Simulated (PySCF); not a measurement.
C₆H₁₁NOSi₂.
Atom-mapped SMILES: `[SiH3:1][NH:2][SiH2:3][O:4][c:5]1[cH:6][cH:7][cH:8][cH:9][cH:10]1`

Geometry (PBE0-D3(BJ)/def2-SVP, Å), atoms numbered from 1 in this order:
```xyz
21
C6H11NOSi2 angstrom
Si     4.0935   -0.7473   -0.4147
N      3.0338   -0.2055    0.8639
Si     1.5665    0.6778    0.7144
O      0.3090   -0.3983    0.4088
C     -1.0028   -0.1457    0.2129
C     -1.5392    1.1472    0.2442
C     -2.9041    1.3397    0.0346
C     -3.7447    0.2558   -0.2074
C     -3.2067   -1.0320   -0.2389
C     -1.8470   -1.2354   -0.0309
H      5.5190   -0.4428   -0.0820
H      3.6923   -0.0076   -1.6459
H      3.9943   -2.2185   -0.6661
H      3.2191   -0.5870    1.7884
H      1.6785    1.6225   -0.4311
H      1.2784    1.3848    1.9949
H     -0.8923    2.0082    0.4324
H     -3.3103    2.3539    0.0619
H     -4.8129    0.4124   -0.3710
H     -3.8549   -1.8911   -0.4286
H     -1.4083   -2.2347   -0.0527
```

Definitions: NICS(0) = −σiso at the ring centroid; NICS(1) = −σiso and NICS(1)zz = −σzz at ±1 Å along the ring normal z. Level: GIAO HF/pcSseg-1 (PySCF, non-relativistic, gas phase) on the PBE0-D3(BJ)/def2-SVP geometry, one conformer.

Ring bond lengths (Å): C5–C6 1.400, C6–C7 1.394, C7–C8 1.393, C8–C9 1.396, C9–C10 1.390, C10–C5 1.400.

Task: What do the NICS probes read (ppm)?

Result: 
| ring | type | NICS(0) | NICS(1), two faces | NICS(1)zz, two faces | rms pucker (Å) | centre to ring atoms, mean (Å) |
| --- | --- | --- | --- | --- | --- | --- |
| C5–C6–C7–C8–C9–C10 | 6-membered carbocycle; formal bonds all aromatic | -11.1 | -12.3 / -12.3 | -29.9 / -30.0 | 0.00 | 1.40 |

Task: What do they say, and how far can they be read as aromaticity?

Result: 
- C5–C6–C7–C8–C9–C10: mean NICS(1)zz -30.0 ppm, shielded, aromatic by this magnetic criterion (flat ring, no four-coordinate atom).

Task: What does the geometric index give? Use HOMA with the parameters of Krygowski (1993).

Result: 
- C5–C6–C7–C8–C9–C10: HOMA 0.98 = 1 − EN − GEO, with mean bond length 1.396 Å, EN = α(Ropt − mean)² = 0.015 and GEO = α × variance = 0.003. The geometric and the magnetic index point the same way.

Task: Give the inner angles of the rings.

Result: 
- C5–C6–C7–C8–C9–C10: C5 119.5°, C6 119.9°, C7 120.6°, C8 119.3°, C9 120.6°, C10 120.1°; sum 720.0° against 720° for a flat convex ring.

Task: How do the values depend on the level or the medium?

Result: 
| level | NICS(0), C5–C6–C7–C8–C9–C10 | mean NICS(1)zz, C5–C6–C7–C8–C9–C10 |
| --- | --- | --- |
| HF/pcSseg-1, gas | -11.1 | -30.0 |
| PBE0/pcSseg-1, gas | -9.6 | -27.3 |
| PBE0/pcSseg-1, IEF-PCM benzene | -9.6 | -27.3 |
| PBE0/pcSseg-1, IEF-PCM methanol | -9.4 | -27.3 |

The geometry is the same throughout; the continuum's cavity takes Bondi-type radii × 1.2.
